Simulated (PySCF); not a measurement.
## A computed series [M(H2O)2]3+

Computed with PySCF 2.14.0, BP86, def2-SVP on the ligands, density fitting, scalar-relativistic core potentials, no spin-orbit coupling, vacuum. Each member is relaxed from one template within its symmetry. Distances are means of the shortest metal–ligand contacts, charges and spins Mulliken's; removal energies are rigid, with the ligand's formal charge and no counterpoise, so too large; for an anion taken off a cation in vacuum most of it is the attraction of opposite charges, and multiply charged cations can part far more cheaply with an electron moved from ligand to metal. lcecp potentials hold a fixed number of 4f electrons in the core, out of states, spins and gaps.

| metal | basis on the metal | point group | M–H2O (Å) | charge on M (e) | removal of one H2O (eV) | strongest infrared band, degenerate modes summed (cm⁻¹) | unstable modes (below −25 cm⁻¹) |
| --- | --- | --- | --- | --- | --- | --- | --- |
| Nd | lcecp-1-SVP with ECP49 | C1 | 2.292 | 2.16 | 4.22 | 3344 | 0 |
| Yb | lcecp-1-SVP with ECP59 | C1 | 2.164 | 2.10 | 4.73 | 3305 | 0 |

**Question.** What does the calculation give for Gd, lcecp-1-SVP with ECP53?

**Answer.** point group: C1, nearly C2, M–H2O (Å): 2.245, charge on M (e): 2.14, removal of one H2O (eV): 4.39, strongest infrared band, degenerate modes summed (cm⁻¹): 3334, unstable modes (below −25 cm⁻¹): 0.
```xyz
7

Gd    1.0927   -0.0754    0.0030
O    -0.1714    0.0629    1.8526
H     0.0867    0.4384    2.7506
H    -1.1122   -0.2566    2.0119
O    -0.1677   -0.0374   -1.8541
H     0.0791   -0.3568   -2.7767
H    -1.0991    0.3192   -1.9874
```

From Nd to Yb the M–H2O distance shrinks by 0.13 Å, the lanthanide contraction, and the energy to remove one H2O rises by 0.51 eV.

Moved off a saddle point of the template and relaxed again: Nd, Gd, Yb. One start shape was tried for each, so a minimum needn't be the lowest isomer.
